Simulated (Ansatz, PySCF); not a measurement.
Bond stretch in In2(mu-NH2)2(F)4, H₄F₄In₂N₂, singlet. The N3–H12 bond (N3 also carries H, In, In; H12 carries nothing else) is pulled apart rigidly from the PBE0/def2-SVP, def2 effective core potentials past Kr optimised geometry.

Computed with: RHF/LANL2DZ = restricted Hartree-Fock/LANL2DZ, with its core potentials past Ne in PySCF; RKS-B3LYP/LANL2DZ = PySCF with restricted B3LYP/LANL2DZ, with its core potentials past Ne; UKS-PBE = unrestricted PBE/def2-SVP, def2 effective core potentials past Kr in Ansatz (a program for electronic structure); UKS-PBE0 = unrestricted PBE0/def2-SVP, def2 effective core potentials past Kr in Ansatz.

Energies are in kcal/mol, each relative to the lowest point of its own curve near equilibrium.

```
R / Å  RHF/LANL2DZ  RKS-B3LYP/LANL2DZ  UKS-PBE  UKS-PBE0
-----  -----------  -----------------  -------  --------
0.84          23.6               26.5     26.8      25.5
0.90             ?               10.6     10.9       9.9
0.97           0.9                1.8      1.9       1.5
0.98             ?                1.2      1.3       1.0
1.02           0.0                0.0      0.0       0.0
1.06           1.2                0.5      0.3       0.7
1.11             ?                2.8      2.5         ?
1.16           9.2                6.6      6.1       7.4
1.23          17.4               13.6     12.7      14.7
1.36          35.5               29.1     27.6      31.0
1.50          56.1               46.9     44.6      49.5
1.68          81.7               68.9     65.2      72.3
1.91             ?               93.3     87.8      96.3
2.12         134.5              111.7    102.7     108.4
2.49         167.3              135.9    114.4     117.8
2.95         196.2                  ?    119.5     121.5
```

Problem. Complete the blanks.

Solution. 
- 0.90, RHF/LANL2DZ: 8.5
- 0.98, RHF/LANL2DZ: 0.5
- 1.11, RHF/LANL2DZ: 4.5
- 1.11, UKS-PBE0: 3.3
- 1.91, RHF/LANL2DZ: 111.3
- 2.95, RKS-B3LYP/LANL2DZ: 154.9

The restricted form behind RHF/LANL2DZ, RKS-B3LYP/LANL2DZ keeps the bonding electrons paired and can't separate into open-shell fragments. The unrestricted determinant behind UKS-PBE is spin-contaminated at 2.12 to 2.95 Å (<S²> up to 0.9, against 0.00 for a pure singlet). The unrestricted determinant behind UKS-PBE0 is spin-contaminated at 1.91 to 2.95 Å (<S²> up to 1.0, against 0.00 for a pure singlet).
